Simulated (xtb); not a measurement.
CH8BNO2Si, SMILES C[SiH2]NB(O)O. All values are semi-empirical tight-binding results from xtb (GFN2-xTB unless named), good for trends rather than for accurate numbers. The structure is a stationary point at GFN2-xTB. This is a generated structure with no PubChem entry under its InChIKey; it may be hypothetical. The values are those of a single conformer.

Optimised geometry:

Bonded distances (Å): Si1–C2 1.901, Si1–N3 1.735, Si1–H7 1.466, Si1–H8 1.474, C2–H9 1.087, C2–H10 1.087, C2–H11 1.086, N3–B4 1.437, N3–H12 1.007, B4–O5 1.359, B4–O6 1.356, O5–H13 0.955, O6–H14 0.955. Angles (°): C2–Si1–N3 111.0, C2–Si1–H7 111.6, C2–Si1–H8 109.3, N3–Si1–H7 104.7, N3–Si1–H8 109.4, H7–Si1–H8 110.8, Si1–C2–H9 111.2, Si1–C2–H10 111.9, Si1–C2–H11 111.3, H9–C2–H10 107.1, H9–C2–H11 107.4, H10–C2–H11 107.7, Si1–N3–B4 129.0, Si1–N3–H12 115.3, B4–N3–H12 115.8, N3–B4–O5 121.9, N3–B4–O6 121.7, O5–B4–O6 116.4, B4–O5–H13 115.6, B4–O6–H14 114.6.
Charge 0, spin multiplicity 1.

Computed properties:
| Property | Value |
|---|---|
| orbital gap | 5.79 eV |
| dipole moment | 3.10 D |
| zero-point energy | 63.5 kcal/mol |
| G − E(el) at 298.15 K (modified RRHO) | 42.4 kcal/mol |
| static polarisability (D4 model) | 74.5 bohr³ |
| solvation energy, GFN2-xTB/ALPB(water) | -7.6 kcal/mol |
| solvation energy, GFN2-xTB/ALPB(chcl3) | -6.4 kcal/mol |

Computed atomic charges and the Wiberg bond orders between heavy atoms:
charges (e) Si1 0.49, C2 -0.21, N3 -0.45, B4 0.48, O5 -0.48, O6 -0.48, H7 -0.10, H8 -0.09, H9 0.04, H10 0.03, H11 0.03, H12 0.14, H13 0.30, H14 0.30. Bond orders Si1–C2 0.91, Si1–N3 1.02, N3–B4 1.12, B4–O5 1.12, B4–O6 1.14.
